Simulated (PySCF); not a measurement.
HFGeO (SMILES [OH][Ge][F]), singlet, at a GFN2-xTB geometry; DF-R2SCAN/aug-cc-pVQZ in PySCF.

Here is a job for PySCF.
```python
from pyscf import gto, scf, dft

mol = gto.Mole()
mol.atom = '''
    Ge    0.13252936   -0.04464271    0.41532410
    F     0.17969724    1.36867956   -0.72228300
    O    -0.62126788   -1.10861451   -0.76164472
    H    -0.88807176   -2.02063338   -0.69666655
'''
mol.basis = 'aug-cc-pvqz'
mol.verbose = 4
mol.max_memory = 1800
mol.build()

mf = dft.RKS(mol)
mf.xc = 'r2scan'
mf = mf.density_fit(auxbasis='def2-universal-jkfit')
mf.kernel()
```

### Question
What does PySCF print? Leave out banner, timings and long lists.

### Answer

```
PySCF version 2.14.0

[INPUT] verbose = 4
[INPUT] num. atoms = 4
[INPUT] num. electrons = 50
[INPUT] charge = 0
[INPUT] spin (= nelec alpha-beta = 2S) = 0
[INPUT] symmetry False subgroup None
[INPUT] Mole.unit = angstrom
[INPUT] Symbol           X                Y                Z      unit          X                Y                Z       unit  Magmom
[INPUT]  1 Ge     0.132529360000  -0.044642710000   0.415324100000 AA    0.250444193864  -0.084362495358   0.784848801931 Bohr   0.0
[INPUT]  2 F      0.179697240000   1.368679560000  -0.722283000000 AA    0.339578568940   2.586429520690  -1.364917054429 Bohr   0.0
[INPUT]  3 O     -0.621267880000  -1.108614510000  -0.761644720000 AA   -1.174026143189  -2.094977801619  -1.439299925021 Bohr   0.0
[INPUT]  4 H     -0.888071760000  -2.020633380000  -0.696666550000 AA   -1.678212405360  -3.818443686354  -1.316508979646 Bohr   0.0

nuclear repulsion = 188.3228984666
number of shells = 72
number of NR pGTOs = 411
number of NR cGTOs = 299
basis = aug-cc-pvqz
ecp = {}

******** <class 'pyscf.df.df_jk.DFRKS'> ********
method = DFRKS
initial guess = minao
damping factor = 0
level_shift factor = 0
DIIS = <class 'pyscf.scf.diis.CDIIS'>
diis_start_cycle = 1
diis_space = 8
diis_damp = 0
SCF conv_tol = 1e-09
SCF conv_tol_grad = None
SCF max_cycles = 50
direct_scf = False
XC library pyscf.dft.libxc version 7.1.2
    S. Lehtola, C. Steigemann, M. J. T. Oliveira, and M. A. L. Marques,  SoftwareX 7, 1–5 (2018)
XC functionals = r2scan
    J. W. Furness, A. D. Kaplan, J. Ning, J. P. Perdew, and J. Sun,  J. Phys. Chem. Lett. 11, 8208–8215 (2020)
    J. W. Furness, A. D. Kaplan, J. Ning, J. P. Perdew, and J. Sun,  J. Phys. Chem. Lett. 11, 9248–9248 (2020)
    J. W. Furness, A. D. Kaplan, J. Ning, J. P. Perdew, and J. Sun,  J. Phys. Chem. Lett. 11, 8208–8215 (2020)
    J. W. Furness, A. D. Kaplan, J. Ning, J. P. Perdew, and J. Sun,  J. Phys. Chem. Lett. 11, 9248–9248 (2020)
radial grids:
    Treutler-Ahlrichs [JCP 102, 346 (1995); DOI:10.1063/1.469408] (M4) radial grids

becke partition: Becke, JCP 88, 2547 (1988); DOI:10.1063/1.454033
pruning grids: <function nwchem_prune>
grids dens level: 3
symmetrized grids: False
atomic radii adjust function: <function treutler_atomic_radii_adjust>
small_rho_cutoff = 0
Set gradient conv threshold to 3.16228e-05
Initial guess from minao.
tot grids = 58792
init E= -2252.20367107726
  HOMO = -0.294795676771116  LUMO = -0.106279802790745  gap/eV = 5.12978
cycle= 1 E= -2252.54761024624  delta_E= -0.344  |g|= 1.19  |ddm|= 3.28
  HOMO = -0.123423288717297  LUMO = -0.0560290615440522  gap/eV = 1.83389
cycle= 2 E= -2250.50991675794  delta_E= 2.04  |g|= 3.26  |ddm|= 2.51
  HOMO = -0.258993053057083  LUMO = -0.0931888403627923  gap/eV = 4.51176
cycle= 3 E= -2252.75507071783  delta_E= -2.25  |g|= 0.315  |ddm|= 1.91
  HOMO = -0.257797887948596  LUMO = -0.102702221212859  gap/eV = 4.22037
cycle= 4 E= -2252.76343498255  delta_E= -0.00836  |g|= 0.304  |ddm|= 0.542
  HOMO = -0.266918961754596  LUMO = -0.107969288771848  gap/eV = 4.32524
cycle= 5 E= -2252.77772158096  delta_E= -0.0143  |g|= 0.105  |ddm|= 0.173
  HOMO = -0.266244275809967  LUMO = -0.106513898147803  gap/eV = 4.34648
cycle= 6 E= -2252.77945262556  delta_E= -0.00173  |g|= 0.0223  |ddm|= 0.0837
  HOMO = -0.264965835912434  LUMO = -0.104792694200945  gap/eV = 4.35853
cycle= 7 E= -2252.7795502394  delta_E= -9.76e-05  |g|= 0.00474  |ddm|= 0.0247
  HOMO = -0.265515985861157  LUMO = -0.105132623143795  gap/eV = 4.36425
cycle= 8 E= -2252.77955395066  delta_E= -3.71e-06  |g|= 0.000749  |ddm|= 0.00354
  HOMO = -0.265500945747702  LUMO = -0.105089176036238  gap/eV = 4.36503
cycle= 9 E= -2252.77955406253  delta_E= -1.12e-07  |g|= 0.000186  |ddm|= 0.000873
  HOMO = -0.265489797189664  LUMO = -0.105082244352438  gap/eV = 4.36491
cycle= 10 E= -2252.7795540705  delta_E= -7.96e-09  |g|= 3.13e-05  |ddm|= 0.000244
  HOMO = -0.265487858167568  LUMO = -0.105080758599442  gap/eV = 4.36490
cycle= 11 E= -2252.77955407067  delta_E= -1.76e-10  |g|= 7.2e-06  |ddm|= 3.76e-05
  HOMO = -0.265487866875213  LUMO = -0.105080716664467  gap/eV = 4.36490
Extra cycle  E= -2252.77955407066  delta_E= 1.41e-11  |g|= 1.15e-05  |ddm|= 2.28e-05
converged SCF energy = -2252.77955407066
```
